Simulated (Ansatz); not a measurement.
`C[O][Ge]([OH])([SiH3])[Cl]` + `C=N[SiH2]N` → `C=N[SiH2]N[SiH3]` + `C[O][GeH]([OH])[Cl]`  (cleavage of the Si–Ge bond)

Calculated with Ansatz (gas phase, PBE0-D4/def2-TZVP geometries, no zero-point term in ΔE). CBS: MP2 limit from def2 TZ/QZ plus the TZ coupled-cluster correction, frozen cores. DFT in def2-TZVPP. B3LYP here is the variant with VWN-RPA as its local correlation; programs differ in this. For Ge outer-core shells are correlated without core-valence functions, which leaves a few kJ/mol of doubt a bond. Scalar relativity is left out up to krypton. Each species was taken in one conformer, which may not be the lowest.

`C[O][Ge]([OH])([SiH3])[Cl]`:

Z-matrix (Å, degrees):
```
C
O 1 1.412
H 1 1.095 2 111.8
H 1 1.097 2 112.0 3 -122.1
H 1 1.092 2 107.6 3 119.2
Ge 2 1.767 1 121.2 3 58.2
Si 6 2.382 2 116.8 1 70.9
O 6 1.758 2 104.5 1 -166.8
Cl 6 2.172 2 105.9 1 -51.0
H 7 1.483 6 109.1 2 62.2
H 7 1.482 6 108.3 2 -176.9
H 7 1.484 6 107.5 2 -57.5
H 8 0.962 6 112.1 2 42.1
```

`C=N[SiH2]N`:

Cartesian coordinates in Å:
```
C -1.153 -1.339 0.936
N -0.874 -0.727 -0.126
Si 0.677 0.033 -0.411
N 0.578 1.698 -0.779
H -2.138 -1.804 1.071
H -0.457 -1.454 1.785
H 1.531 -0.106 0.805
H 1.258 -0.669 -1.581
H 0.179 2.002 -1.653
H 0.399 2.367 -0.048
```

`C=N[SiH2]N[SiH3]`:

Z-matrix (Å, degrees):
```
Si
N 1 1.745
N 1 1.716 2 111.7
H 1 1.492 2 110.4 3 120.0
H 1 1.483 2 106.0 3 -119.0
C 2 1.257 1 123.3 3 -122.0
Si 3 1.727 1 127.6 2 89.0
H 3 1.011 1 115.5 2 -80.7
H 6 1.103 2 124.1 1 0.0
H 6 1.097 2 120.6 1 180.0
H 7 1.488 3 111.4 1 127.7
H 7 1.489 3 112.4 1 -111.7
H 7 1.485 3 106.9 1 8.0
```

`C[O][GeH]([OH])[Cl]`:

Cartesian coordinates in Å:
```
C 1.118 0.264 1.200
O -0.092 -0.309 0.749
Ge -0.501 -0.336 -0.960
O -2.165 -0.870 -1.058
Cl -0.303 1.679 -1.693
H 1.992 -0.281 0.824
H 1.122 0.208 2.290
H 1.206 1.314 0.904
H 0.362 -1.264 -1.811
H -2.739 -0.405 -0.445
```

CCSD(T)/CBS gives -7.9 kcal/mol.

Task: Another level gave -12.3 kcal/mol. Which?
A. HF/def2-TZVPP
B. CCSD(T)/def2-TZVPP
C. B3LYP-D4/def2-TZVPP
D. MP2/def2-TZVPP

Result: A. HF/def2-TZVPP -12.3, CCSD(T)/def2-TZVPP -8.4, B3LYP-D4 -6.8, MP2/def2-TZVPP -9.4 kcal/mol.

Largest T1 diagnostic among the species: 0.012.

In def2-TZVPP, CCSD(T) changes the Hartree–Fock value by +3.9 kcal/mol (the triples alone add +0.6 kcal/mol) and MP2 by +2.9 kcal/mol. From PBE to PBE0 (25 % exact exchange), in def2-TZVPP and without D4, ΔE moves by −2.0 kcal/mol.
